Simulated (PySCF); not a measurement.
One of the candidates below gave these computed data.

All candidates are C5H9N3Si.

- 13C NMR: chemical shifts (computed TMS as zero) by class: 147.9 (1 C), 144.0 (1 C), 139.1 (1 C), 124.8 (1 C), 60.9 (1 C) ppm [GIAO PBE0/pcSseg-1]
- Rotational structure: rotational constants A, B, C: 3.483, 0.691, 0.622 GHz [GFN2-xTB]
- NMR, other nuclei: isotropic shieldings of nuclei other than C and H, by class: -113 (1 N), -90 (1 N), -23 (1 N), 434 (1 Si) ppm [GIAO PBE0/pcSseg-1]
- 1H NMR: chemical shifts (computed TMS as zero) by class: 7.86 (1 H), 6.51 (1 H), 5.68 (1 H), 5.52 (1 H), 5.14 (2 H), 4.50 (3 H) ppm [GIAO PBE0/pcSseg-1]
- Dipole: 0.88 D [PBE0/pcSseg-1]

Electronic properties: PySCF, gas phase, density fitting. Levels stand in brackets. Isolated species at its GFN2-xTB geometry (one conformer only). GFN2-xTB frequencies show an imaginary mode (35i cm⁻¹), so this geometry is no minimum at that level. Each NMR value is the plain mean over a class of atoms that symmetry, rotation or inversion makes alike.

Task: Which candidate is it?
A. `[H]/N=C\C[SiH2]/N=C(\C)C#N`
B. `C=CCn1ncc([SiH3])n1`
C. `[SiH3]c1cnnn1C1CC1`
D. `[SiH3]n1nncc1C1CC1`

Result: B. It is `C=CCn1ncc([SiH3])n1`. Numbering: `[CH2:1]=[CH:2][CH2:3][n:4]1[n:5][cH:6][c:7]([SiH3:8])[n:9]1`. Its formula, C5H9N3Si, gives 4 degrees of unsaturation: 1 ring and 3 π bonds in the structure found (Kekulé form). 5 carbons fall into 5 classes; from least to most shielded: aromatic CH next to a ring nitrogen [C6] (147.9 ppm), alkene CH carbon [C2] (144.0 ppm), substituted aromatic carbon [C7] (139.1 ppm), terminal =CH2 carbon [C1] (124.8 ppm), chain sp3 carbon bound to nitrogen [C3] (60.9 ppm). Hydrogen classes from least to most shielded: 1 H on an aromatic CH next to a ring nitrogen, C6 (7.86 ppm), 1 H on an alkene CH carbon, C2 (6.51 ppm), 1 H on a terminal =CH2 carbon, C1 (5.68 ppm), 1 H on a terminal =CH2 carbon, C1 (5.52 ppm), 2 H on an sp3 carbon bound to nitrogen, C3 (5.14 ppm), 3 H on an SiH3 silicon, Si8 (4.50 ppm). The other shieldings belong to: -113 ppm, pyridine-type nitrogen [N9]; -90 ppm, pyridine-type nitrogen [N5]; -23 ppm, pyrrole-type nitrogen [N4]; 434 ppm, SiH3 silicon [Si8]. The optimised geometry has point group C1 and is an asymmetric top.

The others, at the same levels:
- `[SiH3]n1nncc1C1CC1` fails: it has 4 carbon classes against 5; its computed 13C shifts are 155.1 (1 C), 129.6 (1 C), 15.7 (2 C), 10.1 (1 C) ppm, 1H shifts are 7.23 (1 H), 5.36 (3 H), 1.92 (1 H), 1.29 (2 H), 0.80 (2 H) ppm and rotational constant A is 2.113 GHz (against 3.483 GHz).
- `[SiH3]c1cnnn1C1CC1` fails: it has 4 carbon classes against 5; its computed 13C shifts are 146.7 (1 C), 129.3 (1 C), 32.8 (1 C), 11.5 (2 C) ppm, 1H shifts are 7.81 (1 H), 4.60 (3 H), 3.55 (1 H), 1.84 (2 H), 1.12 (2 H) ppm and rotational constant A is 2.000 GHz (against 3.483 GHz).
- `[H]/N=C\C[SiH2]/N=C(\C)C#N` fails: its computed 13C shifts are 171.2 (1 C), 158.3 (1 C), 119.6 (1 C), 33.4 (1 C), 32.1 (1 C) ppm, 1H shifts are 10.89 (1 H), 7.88 (1 H), 5.18 (2 H), 2.32 (3 H), 2.19 (2 H) ppm and smallest rotational constant is 0.498 GHz (against 0.622 GHz).

Each candidate is one conformer, not necessarily the lowest. Dipoles, sizes and rotational constants follow the conformer. The torsions of the flexible species, by atom-mapped SMILES:
- `[CH2:1]=[CH:2][CH2:3][n:4]1[n:5][cH:6][c:7]([SiH3:8])[n:9]1`: C1–C2–C3–N4 -127°, C2–C3–N4–N5 -75°
- `[SiH3:1][n:2]1[n:3][n:4][cH:5][c:6]1[CH:7]1[CH2:8][CH2:9]1`: C5–C6–C7–C8 35°
- `[SiH3:1][c:2]1[cH:3][n:4][n:5][n:6]1[CH:7]1[CH2:8][CH2:9]1`: N5–N6–C7–C8 -15°
- `[H]/[N:9]=[CH:8]\[CH2:7][SiH2:6]/[N:5]=[C:2](\[CH3:1])[C:3]#[N:4]`: C2–N5–Si6–C7 -119°, N5–Si6–C7–C8 -170°, Si6–C7–C8–N9 95°
